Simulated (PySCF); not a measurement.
PySCF input (M06-2X/6-31G* (5d)):

```python
from pyscf import gto, dft

mol = gto.M(
    atom='''
    Al   -0.01661298   -0.05401207   -0.05441973
    H     0.61015758    0.25512337    1.46491578
    H    -0.05068770    1.56382298    0.36775930
    H    -0.34350110   -1.11678946   -1.12521856
    ''',
    basis='6-31g*',
    charge=1,
    spin=1,
    verbose=4,
)

mf = dft.UKS(mol, xc='m062x')
mf.grids.level = 4
mf.conv_tol = 1e-9
mf.max_cycle = 100
mf.max_memory = 1500
mf.kernel()
if not mf.converged:
    mf = mf.newton()
    mf.kernel(mf.make_rdm1())
mo, _, stable, _ = mf.stability(return_status=True)
if not stable:
    mf.kernel(mf.make_rdm1(mo, mf.mo_occ))
    stable = mf.stability(return_status=True)[2]
mf.dip_moment()
```

Output:

```
PySCF version 2.14.0

[INPUT] verbose = 4
[INPUT] num. atoms = 4
[INPUT] num. electrons = 15
[INPUT] charge = 1
[INPUT] spin (= nelec alpha-beta = 2S) = 1
[INPUT] symmetry False subgroup None
[INPUT] Mole.unit = angstrom
[INPUT] Symbol           X                Y                Z      unit          X                Y                Z       unit  Magmom
[INPUT]  1 Al    -0.016612980000  -0.054012070000  -0.054419730000 AA   -0.031393982313  -0.102068019721  -0.102838385473 Bohr   0.0
[INPUT]  2 H      0.610157580000   0.255123370000   1.464915780000 AA    1.153030719027   0.482113297276   2.768289619754 Bohr   0.0
[INPUT]  3 H     -0.050687700000   1.563822980000   0.367759300000 AA   -0.095785870884   2.955197139501   0.694964356762 Bohr   0.0
[INPUT]  4 H     -0.343501100000  -1.116789460000  -1.125218560000 AA   -0.649123002487  -2.110426218201  -2.126354908677 Bohr   0.0

nuclear repulsion = 13.3158335396058
number of shells = 14
number of NR pGTOs = 63
number of NR cGTOs = 24
basis = 6-31g*
ecp = {}

******** <class 'pyscf.dft.uks.UKS'> ********
method = UKS
initial guess = minao
damping factor = 0
level_shift factor = 0
DIIS = <class 'pyscf.scf.diis.CDIIS'>
diis_start_cycle = 1
diis_space = 8
diis_damp = 0
SCF conv_tol = 1e-09
SCF conv_tol_grad = None
SCF max_cycles = 100
direct_scf = True
direct_scf_tol = 1e-13
number electrons alpha = 8  beta = 7
XC library pyscf.dft.libxc version 7.1.2
    S. Lehtola, C. Steigemann, M. J. T. Oliveira, and M. A. L. Marques,  SoftwareX 7, 1–5 (2018)
XC functionals = m062x
    Y. Zhao and D. G. Truhlar,  Theor. Chem. Acc. 120, 215 (2008)
    Y. Zhao and D. G. Truhlar,  Theor. Chem. Acc. 120, 215 (2008)
radial grids:
    Treutler-Ahlrichs [JCP 102, 346 (1995); DOI:10.1063/1.469408] (M4) radial grids

becke partition: Becke, JCP 88, 2547 (1988); DOI:10.1063/1.454033
pruning grids: <function nwchem_prune>
grids dens level: 4
symmetrized grids: False
atomic radii adjust function: <function treutler_atomic_radii_adjust>
small_rho_cutoff = 0
Set gradient conv threshold to 3.16228e-05
tot grids = 75816
init E= -243.835617238451
  alpha nocc = 8  HOMO = -0.241847009416617  LUMO = -0.0655271852509789
  beta  nocc = 7  HOMO = -0.374873584991076  LUMO = -0.241847009416617

WARN: HOMO -0.241847009416617 >= LUMO -0.241847009416617

cycle= 1 E= -243.730224638699  delta_E= 0.105  |g|= 0.137  |ddm|= 0.997
  alpha nocc = 8  HOMO = -0.636694901603988  LUMO = -0.308538091911086
  beta  nocc = 7  HOMO = -0.659624825962438  LUMO = -0.428175913724705
  HOMO = -0.636694901604  LUMO = -0.428175913725  gap/eV = 5.67409
cycle= 2 E= -243.754566106258  delta_E= -0.0243  |g|= 0.0256  |ddm|= 0.366
  alpha nocc = 8  HOMO = -0.606553327931019  LUMO = -0.280006487302128
  beta  nocc = 7  HOMO = -0.640509567010112  LUMO = -0.386683382109486
  HOMO = -0.606553327931  LUMO = -0.386683382109  gap/eV = 5.98297
cycle= 3 E= -243.755384887773  delta_E= -0.000819  |g|= 0.00729  |ddm|= 0.0535
  alpha nocc = 8  HOMO = -0.608690227744292  LUMO = -0.280579101972101
  beta  nocc = 7  HOMO = -0.637289568375542  LUMO = -0.385266756910442
  HOMO = -0.608690227744  LUMO = -0.38526675691  gap/eV = 6.07966
cycle= 4 E= -243.755480342238  delta_E= -9.55e-05  |g|= 0.00236  |ddm|= 0.0158
  alpha nocc = 8  HOMO = -0.609373200351842  LUMO = -0.280844536761311
  beta  nocc = 7  HOMO = -0.638017490511789  LUMO = -0.384911340239372
  HOMO = -0.609373200352  LUMO = -0.384911340239  gap/eV = 6.10792
cycle= 5 E= -243.755496295165  delta_E= -1.6e-05  |g|= 0.000789  |ddm|= 0.00749
  alpha nocc = 8  HOMO = -0.609575746700988  LUMO = -0.28093447453579
  beta  nocc = 7  HOMO = -0.637960585025341  LUMO = -0.384832122323326
  HOMO = -0.609575746701  LUMO = -0.384832122323  gap/eV = 6.11559
cycle= 6 E= -243.75549834803  delta_E= -2.05e-06  |g|= 0.000174  |ddm|= 0.00364
  alpha nocc = 8  HOMO = -0.609533101146875  LUMO = -0.280912629395339
  beta  nocc = 7  HOMO = -0.638031482944503  LUMO = -0.384790154878337
  HOMO = -0.609533101147  LUMO = -0.384790154878  gap/eV = 6.11557
cycle= 7 E= -243.755498433285  delta_E= -8.53e-08  |g|= 6.29e-05  |ddm|= 0.000634
  alpha nocc = 8  HOMO = -0.609541218705149  LUMO = -0.280896339957282
  beta  nocc = 7  HOMO = -0.638048125808337  LUMO = -0.384798808816794
  HOMO = -0.609541218705  LUMO = -0.384798808817  gap/eV = 6.11555
cycle= 8 E= -243.755498446903  delta_E= -1.36e-08  |g|= 1.23e-05  |ddm|= 0.000304
  alpha nocc = 8  HOMO = -0.609540253580992  LUMO = -0.28089771733437
  beta  nocc = 7  HOMO = -0.6380554803895  LUMO = -0.384797849267319
  HOMO = -0.609540253581  LUMO = -0.384797849267  gap/eV = 6.11555
cycle= 9 E= -243.755498447413  delta_E= -5.1e-10  |g|= 1.3e-06  |ddm|= 6.36e-05
  alpha nocc = 8  HOMO = -0.609540794152172  LUMO = -0.280897370270871
  beta  nocc = 7  HOMO = -0.63805561660224  LUMO = -0.384798169605668
  HOMO = -0.609540794152  LUMO = -0.384798169606  gap/eV = 6.11556
Extra cycle  E= -243.755498447417  delta_E= -3.75e-12  |g|= 5.14e-07  |ddm|= 3.03e-06
converged SCF energy = -243.755498447417  <S^2> = 0.76015095  2S+1 = 2.0101253
uhf_internal: lowest eigs of H = [0.23693281 0.39562966 0.39584011]
<class 'pyscf.dft.uks.UKS'> wavefunction is stable in the internal stability analysis

WARN: System has nonzero charge 1; the dipole moment is origin-dependent.
Location of origin: [0. 0. 0.]

Dipole moment(X, Y, Z, Debye):  0.14060,  0.45717,  0.46061
```

The dipole moment of an ion depends on the origin.
